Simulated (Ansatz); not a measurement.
Stepwise reaction of `F[SiH2]F` with hydrogen sulfide, as a gas-phase model of exchange steps in deposition or etching. ΔE in kJ/mol; ΔG adds harmonic PBE0-D4 terms to CCSD(T)/CBS, at 1 bar.

Isolated molecules relaxed with PBE0-D4/def2-TZVP in Ansatz; ΔE leaves out vibrations. CBS: MP2 limit from def2 TZ/QZ plus the TZ coupled-cluster correction, frozen cores. This one scheme is used for every species. Functionals use def2-TZVPP. B3LYP here is the variant with VWN-RPA as its local correlation; programs differ in this. Each species was taken in one conformer, which may not be the lowest.

```json
{"step": "2", "reaction": "`F[SiH](F)S` + H₂S → `F[Si](F)(S)S` + H₂", "PBE-D4": "-49.7", "B3LYP-D4": "-42.2", "ωB97M-V": "-42.7", "CCSD(T)/CBS": "-42.0", "ΔG(500 K)": "-31.2"}
```

Task: Give the row of step 1, `F[SiH2]F` + H₂S → `F[SiH](F)S` + H₂. (Best estimate.)

Result: The calculation gave: 
```tsv
step	reaction	PBE-D4	B3LYP-D4	ωB97M-V	CCSD(T)/CBS	ΔG(500 K)
1	`F[SiH2]F` + H₂S → `F[SiH](F)S` + H₂	-51.1	-42.8	-44.6	-43.2	-38.7
```

Task: By hand: ΔE of the 2 steps together at CCSD(T)/CBS.

Result: (-43.2) + (-42.0) = -85.2 kJ/mol, or -42.6 kJ/mol a step.

In ΔE the steps differ by no more than 1.2 kJ/mol. All are downhill at CCSD(T)/CBS. ΔG lies between -38.7 and -31.2 kJ/mol a step. PBE-D4 differs from CCSD(T)/CBS by -7.9 to -7.7 kJ/mol a step. Isolated molecules leave out the surface, adducts and barriers. Largest T1 diagnostic: 0.012.
